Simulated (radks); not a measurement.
The boron anion B- inside a hard spherical wall (all orbitals vanish at R), configuration held at [He] 2s2 2p2 and not refilled when levels cross. Calculated with a radial shooting solver on a logarithmic mesh with Libxc functionals: non-relativistic Kohn-Sham, PBE, spin-polarised, spherical densities, point nucleus; open shells are filled with parallel spins first. Eigenvalues in eV for spin up, with the zero of energy where the potential of the charges vanishes at infinity; a dash marks a level that is unbound or too diffuse for the functional's potential to be trusted. A positive occupied level is held by the wall or, in an anion where self-interaction has pushed it up, behind a barrier. The pressure on the wall is -dE/dV.

R (bohr) = 15: E (hartree) -24.63045; kinetic (hartree) 24.534; e(1s) -173.32; e(2s) -3.515; e(2p) 1.884; e(3s, empty) 2.572; e(3p, empty) 3.186; pressure (GPa) 0.00702
R (bohr) = 10: E (hartree) -24.62276; kinetic (hartree) 24.548; e(1s) -172.41; e(2s) -2.801; e(2p) 2.563; e(3s, empty) 4.551; e(3p, empty) 5.970; pressure (GPa) 0.0800
R (bohr) = 5: E (hartree) -24.48684; kinetic (hartree) 24.984; e(1s) -166.49; e(2s) 0.897; e(2p) 6.863; e(3s, empty) 19.361; e(3p, empty) 22.316; pressure (GPa) 11.5
R (bohr) = 3.5: E (hartree) -24.00387; kinetic (hartree) 26.324; e(1s) -156.10; e(2s) 8.069; e(2p) 15.027; e(3s, empty) 47.684; e(3p, empty) 48.731; pressure (GPa) 134
R (bohr) = 3: E (hartree) -23.50530; kinetic (hartree) 27.515; e(1s) -148.96; e(2s) 14.135; e(2p) 21.408; e(3s, empty) 70.508; e(3p, empty) 68.604; pressure (GPa) 360
R (bohr) = 2.5: E (hartree) -22.47732; kinetic (hartree) 29.737; e(1s) -138.06; e(2s) 25.519; e(2p) 32.462; e(3s, empty) 111.35; e(3p, empty) 102.57; pressure (GPa) 1110
R (bohr) = 2: E (hartree) -20.12361; kinetic (hartree) 34.347; e(1s) -120.64; e(2s) 49.927; e(2p) 53.593; e(3s, empty) 192.67; e(3p, empty) 166.87; pressure (GPa) 4210
